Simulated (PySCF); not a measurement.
InHFBr, SMILES [F][InH][Br]. Geometry: PBE0-D3(BJ)/def2-TZVP. The def2 effective core potentials stand for the cores of In; spin–orbit coupling is left out.

Method: PBE0-D3(BJ)/def2-TZVP (PySCF).

Harmonic wavenumbers (cm⁻¹): 114, 263, 384, 433, 602, 1912. Rotational constants (GHz): 9.923, 1.478, 1.287; symmetry number 1.

**Question.** Work out the zero-point energy and the ideal-gas rigid-rotor harmonic-oscillator thermochemistry at 298.15 K and 1 atm.

**Answer.** ZPE = ½ Σ hcν = ½ × 3707 cm⁻¹ = 5.30 kcal/mol. H − E(el) = 8.89 kcal/mol. Entropy in cal/(mol K): translation 42.00, rotation 27.23, vibration 7.17, total 76.40. G − E(el) = -13.89 kcal/mol. Cp = 15.58 cal/(mol K). Modes under 150 cm⁻¹ make the vibrational entropy uncertain.
